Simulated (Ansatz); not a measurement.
System: NbO, charge 0, multiplicity 4. The spin state was set by rule; other spins were not relaxed. 
Geometry from a B3LYP-D3(BJ)/def2-TZVP (Ansatz, a first-principles code) optimisation:
```xyz
2

Nb     0.0000     0.0000    -0.2756
O      0.0000     0.0000     1.4124
```
Charge 0, spin multiplicity 4.

Property: vertical electron affinity (to the triplet state of charge -1; a negative value means that the extra electron is unbound and the number depends on the basis; each state is the SCF solution reached for its spin; the UHF <S^2> is 2.53 for the triplet (pure: 2.00); for the triplet the Hartree-Fock reference is unstable and T1 is 0.076), in eV. Valence correlation only, unless marked. UHF or UKS for open shells. Spin-orbit coupling is left out. The frozen core is the preceding noble-gas configuration, with the filled d and f shells of earlier blocks. In def2 rows, elements after Kr have scalar-relativistic effective core potentials. Anions need diffuse functions: def2-D sets add few. 

```csv
level,program,vertical electron affinity (eV)
SVWN5/def2-TZVPD,Ansatz,1.15
PBE/def2-TZVPD,Ansatz,0.90
r2SCAN/def2-TZVPD,Ansatz,0.79
B3LYP/def2-TZVPD,Ansatz,1.08
PBE0/def2-TZVPD,Ansatz,0.88
BHLYP/def2-TZVPD,Ansatz,0.96
CAM-B3LYP/def2-TZVPD,Ansatz,1.06
wB97M-V/def2-TZVPD,Ansatz,1.12
wB97X-V/def2-TZVPD,Ansatz,1.01
wB97X/def2-TZVPD,Ansatz,1.47
CCSD/def2-SVPD,Ansatz,0.97
CCSD/def2-TZVPPD,Ansatz,1.01
CCSD/def2-QZVPPD,Ansatz,1.08
CCSD(T)/def2-SVPD,Ansatz,1.04
CCSD(T)/def2-TZVPPD,Ansatz,1.09
CCSD(T)/def2-QZVPPD,Ansatz,1.17
```
